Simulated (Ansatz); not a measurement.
Ansatz (a quantum-chemistry and plane-wave program) input for ethylene carbonate (C3H4O3), SMILES O=C1OCCO1, PBE/def2-SVPD. Geometry: B3LYP-D3(BJ)/def2-SVP. The values are those of a single conformer.

Ansatz 0.2 input:
```yaml
crystal:
  periodic: [false, false, false]
  atoms:
    - {symbol: O, position_ang: [-0.00000000, -0.00000000, 2.03979496]}
    - {symbol: C, position_ang: [0.00000000, -0.00000000, 0.85206002]}
    - {symbol: O, position_ang: [0.10393180, -1.10635281, 0.06988467]}
    - {symbol: C, position_ang: [-0.11390923, -0.75851080, -1.29448730]}
    - {symbol: C, position_ang: [0.11390923, 0.75851081, -1.29448730]}
    - {symbol: O, position_ang: [-0.10393180, 1.10635281, 0.06988467]}
    - {symbol: H, position_ang: [0.59243658, -1.31131493, -1.92858490]}
    - {symbol: H, position_ang: [-1.14454463, -1.02953132, -1.57892858]}
    - {symbol: H, position_ang: [-0.59243657, 1.31131493, -1.92858491]}
    - {symbol: H, position_ang: [1.14454462, 1.02953131, -1.57892857]}
basis:
  gaussian:
    orbitals: def2-SVPD
hamiltonian:
  xc: {name: PBE}
```

Program output:

```
WARN ansatz: RAYON_NUM_THREADS=1 ignored (pool sized by the plan → 1); use --threads N
Functional definition: PBE
integrals: 0.08 GiB planned
1318 factors; their error is unknown
mean field: 0.64 GiB planned
mean field evaluation 1: about -9292.1669 eV, gradient 6.8e1 eV
mean field evaluation 2: about -9270.5360 eV, gradient 1.3e2 eV
mean field evaluation 4: about -9300.8398 eV, gradient 9.8e0 eV
mean field evaluation 8: about -9301.0120 eV, gradient 2.4e-1 eV
mean field evaluation 16: about -9300.9220 eV, gradient 4.6e-5 eV
mean field -9300.92200954 eV, -341.8025794591 hartree, gradient 3.1e-5 eV, S^2 0.000000; 0 other end points of the search recorded, 0 dependent functions left out
reference -9300.92205382 eV, -341.8025810864 hartree; 23, 23 occupied and 138, 138 virtual orbitals, 1318 factors
Total energy: -9300.92205382 eV, -341.8025810864 hartree
```

The run converged.
